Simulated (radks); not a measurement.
Task: All-electron atom: the dysprosium ion Dy4+ in [Xe] 4f8. Method: scalar-relativistic Kohn-Sham, PBEsol, spin-polarised, spherical densities, point nucleus; open shells are filled with parallel spins first (spin-orbit coupling, left out, can overturn this in heavy ions); computed with a radial shooting solver on a logarithmic mesh with Libxc functionals. Some entries of the table are withheld. Estimate them.

| orbital | occ. | eigenvalue (eV) | <1/r> (bohr^-1) | <r> (bohr) |
|---|---|---|---|---|
| 1s down | 1 | -53693.80 | 74.56 | 0.02112 |
| 1s up | 1 | -53693.80 | 74.56 | 0.02112 |
| 2s up | 1 | -8986.686 | 17.32 | 0.08980 |
| 2s down | 1 | -8986.606 | 17.32 | 0.08979 |
| 2p up | 3 | -7980.234 | 16.09 | 0.07947 |
| 2p down | 3 | -7980.176 | 16.09 | 0.07947 |
| 3s up | 1 | -2044.774 | 6.370 | 0.2347 |
| 3s down | 1 | -2042.089 | 6.376 | 0.2345 |
| 3p up | 3 | -1735.885 | 5.970 | 0.2336 |
| 3p down | 3 | -1733.211 | 5.977 | 0.2334 |
| 3d up | 5 | -1338.272 | 5.663 | 0.2123 |
| 3d down | 5 | -1336.216 | 5.669 | 0.2121 |
| 4s up | 1 | -450.1587 | 2.697 | 0.5287 |
| 4s down | 1 | -444.4337 | 2.695 | 0.5289 |
| 4p up | 3 | -348.1257 | 2.476 | 0.5596 |
| 4p down | 3 | -342.4831 | 2.473 | 0.5600 |
| 4d up | 5 | -209.1670 | 2.191 | 0.6045 |
| 4d down | 5 | -203.6304 | 2.186 | 0.6057 |
| 5s up | 1 | -96.3660 | 1.074 | 1.239 |
| 5s down | 1 | -93.7471 | 1.057 | 1.255 |
| 5p up | 3 | -70.2211 | 0.9257 | 1.415 |
| 5p down | 3 | -68.2888 | 0.9079 | 1.437 |
| 4f up | 7 | -57.0886 | 1.688 | 0.7544 |
| 4f down | 1 | -52.0312 | 1.659 | 0.7758 |
| 5d up | 0 | -38.1737 | (1) | 1.885 |
| 5d down | 0 | -37.2362 | (2) | 1.925 |
| 6s up | 0 | -32.7567 | 0.4674 | 2.763 |
| 6s down | 0 | -32.3149 | 0.4624 | 2.794 |

Result: 
(1) 5d up <1/r> (bohr^-1): 0.6790
(2) 5d down <1/r> (bohr^-1): 0.6621
